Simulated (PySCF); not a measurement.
A structure optimised at B3LYP-D3(BJ)/def2-SVP, used in a PySCF frequency run:

```
C
F 1 1.3882
H 1 1.1067 2 106.85
C 1 1.4685 3 108.73 2 -118.98
C 4 1.2092 3 148.85 1 -179.76
H 5 1.0741 3 160.62 1 179.89
C 1 1.4685 3 108.73 2 118.98
C 7 1.2092 3 148.85 1 179.76
H 8 1.0741 3 160.62 1 -179.89
```

Q: Write its SMILES, formula and point group.

A: C#CC(F)C#C, C₅H₃F, Cs

Q: What are its rotational constants (standard atomic weights)?

A: 5.6680, 2.7943, 1.9668 GHz
